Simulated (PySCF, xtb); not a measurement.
Mg(I)(OMe) (CH3IMgO), SMILES C[O][Mg][I].

xtb with GFN2-xTB at its own geometry gives an orbital gap of 2.04 eV and a dipole moment of 3.11 D.

Coordinates come from a B3LYP-D3(BJ)/def2-SVP optimisation. The def2 effective core potentials stand for the cores of I; spin–orbit coupling is left out. One conformer was computed; it need not be the lowest.

Q: What does r2SCAN/def2-TZVPD in PySCF give? (Estimate from the structure and the level; the computed values follow.)

A: gap 4.37 eV (levels -6.21 and -1.83 eV), dipole 1.28 D.
